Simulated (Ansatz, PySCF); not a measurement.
The pair A = C2H4 (SMILES C=C) (first 6 atoms), B = H2Se (SMILES [SeH2]); geometry from B3LYP-D3(BJ)/def2-TZVP.
(charge 0, multiplicity 1):
```json
[
 {"atom": "C", "x (Å)": "-0.3035", "y (Å)": "0.6400", "z (Å)": "-0.0660"},
 {"atom": "C", "x (Å)": "0.1092", "y (Å)": "-0.6154", "z (Å)": "0.0346"},
 {"atom": "H", "x (Å)": "-1.3482", "y (Å)": "0.8867", "z (Å)": "-0.2121"},
 {"atom": "H", "x (Å)": "0.3853", "y (Å)": "1.4733", "z (Å)": "-0.0029"},
 {"atom": "H", "x (Å)": "1.1531", "y (Å)": "-0.8620", "z (Å)": "0.1842"},
 {"atom": "H", "x (Å)": "-0.5804", "y (Å)": "-1.4488", "z (Å)": "-0.0249"},
 {"atom": "Se", "x (Å)": "0.3662", "y (Å)": "0.4488", "z (Å)": "3.4435"},
 {"atom": "H", "x (Å)": "-1.0024", "y (Å)": "-0.0137", "z (Å)": "3.1838"},
 {"atom": "H", "x (Å)": "0.1212", "y (Å)": "0.4924", "z (Å)": "4.8959"}
]
```

Frozen-core correlation. Filled d and f shells under p-block atoms count as core. CBS: X⁻³ extrapolation of the correlation energy, Hartree–Fock from the larger set. MP2 and its Hartree–Fock in aug-cc-pVTZ are density fitted.

Codes used: Ansatz (a first-principles code) with Gaussian orbitals; PySCF for the dispersion terms. Values without a source in brackets are computed.

The monomers are drawn apart, rigid, along the line of their centres of mass. Counterpoise-corrected interaction energies (kcal/mol):

```tsv
level	R = 4.960 Å	R = 6.391 Å
PBE/def2-TZVPPD	-0.2943	-0.0580
PBE-D3(BJ)/def2-TZVPPD	-0.5755	-0.1231
wB97M-V/def2-TZVPPD	-0.4655	-0.1120
MP2/CBS(aug-cc-pVDZ, aug-cc-pVTZ) + ΔCCSD(T)/aug-cc-pVDZ	-0.4653	-0.1085
```

**Question.** R is the distance of the centres of mass. Find the local exponent m of E ∝ R⁻ᵐ between the two points.

**Answer.** 
m = ln(E₁/E₂)/ln(R₂/R₁): PBE/def2-TZVPPD 6.4; PBE-D3(BJ)/def2-TZVPPD 6.1; wB97M-V/def2-TZVPPD 5.6; MP2/CBS(aug-cc-pVDZ, aug-cc-pVTZ) + ΔCCSD(T)/aug-cc-pVDZ 5.7. For scale, two fixed dipoles give m = 3, dipole and quadrupole 4, quadrupoles 5, and dispersion or dipole-induced dipole 6 at long range; at these distances several terms mix, and what is left of overlap and damping shifts m, so it need not match one of them.
